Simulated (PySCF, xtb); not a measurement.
C₆H₁₀, SMILES C(CCC)C#C.

GFN2-xTB (xtb) at its own geometry gives an orbital gap of 6.89 eV and a dipole moment of 0.68 D.

Geometry: PBE-D3(BJ)/def2-SVP. The values are those of a single conformer.

Q: What does M06-2X/def2-TZVP (PySCF) give? (The exact figures need the calculation; the answer reports its results.)

A: gap 10.38 eV (levels -8.83 and 1.54 eV), dipole 0.75 D.
